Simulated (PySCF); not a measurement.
C3H9Ge, SMILES C[C](C)[GeH3], multiplicity 2.

Coordinates come from a PBE-D3(BJ)/def2-SVP optimisation. The isomer is the one that the SMILES or the coordinates give; other isomers of the formula were not compared.

Two levels are set side by side: PBE/def2-TZVP (PySCF) and B3LYP/def2-TZVP (PySCF). Same geometry, gas phase. Differences are taken from unrounded values.

```
quantity                      PBE
---------------------------  ----
α-spin orbital gap (eV)      4.42
β-spin orbital gap (eV)      4.49
dipole moment (D)            1.09
mean polarisability (bohr³)  73.8
```

Q: These are the PBE values. What does B3LYP give? (The exact figures need the calculation; the answer reports its results.)

A: 
| quantity | B3LYP | PBE minus B3LYP |
|---|---|---|
| α-spin orbital gap (eV) | 5.92 | -1.50 |
| β-spin orbital gap (eV) | 6.29 | -1.80 |
| dipole moment (D) | 1.05 | 0.05 |
| mean polarisability (bohr³) | 71.2 | 2.5 |

Loosely held outer electrons make PBE densities more polarisable. Differences between two approximate levels are no errors against the true value.

Rough cost on one machine, each run with all the roots and properties that it gave: B3LYP against PBE within a factor of 2.
